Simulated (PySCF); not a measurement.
**Au²⁺: ionisation energy**

Au²⁺ [Xe] 4f14 5d9 (2D) → Au³⁺ [Xe] 4f14 5d8 (3F), as a difference of total energies. Computed with PySCF 2.14 in aug-cc-pwCVDZ-PP with ECP60MDF (6s6p5d3f, 70 functions), with scalar relativity through the core potential. Correlated levels: valence and next inner shell: nothing frozen outside the core potential. The calculations carry no spin-orbit coupling.

| method | ionisation energy (eV) |
| --- | --- |
| UHF | 30.837 |
| MP2 (valence and next inner shell) | 32.404 |
| SCS-MP2 (valence and next inner shell) | 32.222 |
| CCSD (valence and next inner shell) | 32.138 |
| CCSD(T) (valence and next inner shell) | 32.212 |

Task: How much does correlation contribute at CCSD(T) (valence and next inner shell)?

Result: 32.212 − (30.837) = 1.375 eV, measured against UHF.

The reference lies between the lowest fine-structure levels, while these numbers refer to the centres of the terms.

Errors of the correlated levels include the incompleteness of this basis.

For comparison: 30 ± 1.6 eV (theoretical estimate listed by NIST; NIST Atomic Spectra Database, ionization energies).
